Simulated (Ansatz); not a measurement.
Wavefunction ladder for CH7FN2Si, SMILES `CN[SiH](N)F`

```xyz
12

C    -0.2858    1.8953    0.2596
N    -0.2207    0.6065   -0.3941
Si    0.0037   -0.8844    0.3743
N     0.5977   -1.9848   -0.7774
F    -1.3175   -1.6047    0.9332
H     0.2877    2.6497   -0.2876
H     0.1491    1.8190    1.2587
H    -1.3117    2.2628    0.3753
H    -0.5699    0.6034   -1.3398
H     0.8064   -0.6045    1.5897
H     0.4399   -2.9729   -0.6729
H     1.4211   -1.7855   -1.3190
```

Total charge 0; spin multiplicity 1. The geometry is a stationary point of PBE0-D4/def2-TZVP. It is one conformer, not always the lowest. Frozen core, restricted reference, Ansatz 0.2.0. CBS rows extrapolate triple and quadruple zeta; past MP2 they add the triple-zeta difference.

```json
{"basis": "def2-SVP", "HF (Eh)": "-539.05210", "MP2 corr.": "-0.76266", "CCSD corr.": "-0.80942", "(T)": "-0.01821", "CCSD(T) total": "-539.87973"}
{"basis": "def2-TZVPP", "HF (Eh)": "-539.47378", "MP2 corr.": "-0.97278", "CCSD corr.": "-1.00907", "(T)": "-0.03494", "CCSD(T) total": "-540.51779"}
{"basis": "def2-QZVPP", "HF (Eh)": "-539.49601", "MP2 corr.": "-1.04910", "CCSD corr.": "–", "(T)": "–", "CCSD(T) total": "–"}
{"basis": "CBS(def2)", "HF (Eh)": "-539.49907", "MP2 corr.": "-1.10563", "CCSD corr.": "-1.14191", "(T)": "as TZ", "CCSD(T) total": "-540.67592"}
```
